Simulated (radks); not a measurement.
Results of a calculation; reference values are marked as such.
Problem. Au+, 78 electrons, occupied as [Xe] 4f14 5d10. Level of theory: Dirac Kohn-Sham, exchange-only B88, spin-unpolarised, spherical densities, finite nucleus; Fermi nuclear charge, rms radius 5.4371 fm (a radial shooting solver on a logarithmic mesh with Libxc functionals). Some entries of the table are withheld. Estimate them.

orbital,occ.,eigenvalue (eV),r(max) (bohr),<r^2> (bohr^2)
1s1/2,2,-80624.83,(1),0.0003934
2s1/2,2,-14221.15,0.06039,0.005939
2p1/2,2,-13642.51,0.04446,(2)
2p3/2,4,-11806.50,0.05183,(3)
3s1/2,2,-3361.644,0.1699,0.03857
3p1/2,2,-3100.365,0.1586,0.03516
3p3/2,4,-2695.240,0.1736,0.04158
3d3/2,4,-2259.583,0.1352,0.03189
3d5/2,6,-2172.497,0.1393,0.03364
4s1/2,2,-735.0742,0.3832,0.1872
4p1/2,2,-623.4541,0.3814,0.1909
4p3/2,4,-526.2677,0.4122,0.2236
4d3/2,4,-343.2072,0.4051,0.2363
4d5/2,6,-325.1089,0.4146,0.2479
5s1/2,2,-115.5109,0.8490,0.9672
4f5/2,6,-90.3542,0.3732,0.2976
4f7/2,8,-86.5429,0.3777,0.3062
5p1/2,2,-79.3097,(4),1.141
5p3/2,4,-62.8148,(5),1.381
5d3/2,4,-15.2596,1.194,2.851
5d5/2,6,-13.7036,1.235,3.142
6s1/2,0,-12.4995,2.257,8.134
6p1/2,0,-6.9137,2.833,13.99
6p3/2,0,-5.9797,3.189,17.43

Solution. 
(1) 1s1/2 r(max) (bohr): 0.01042
(2) 2p1/2 <r^2> (bohr^2): 0.004201
(3) 2p3/2 <r^2> (bohr^2): 0.005389
(4) 5p1/2 r(max) (bohr): 0.8972
(5) 5p3/2 r(max) (bohr): 0.9777
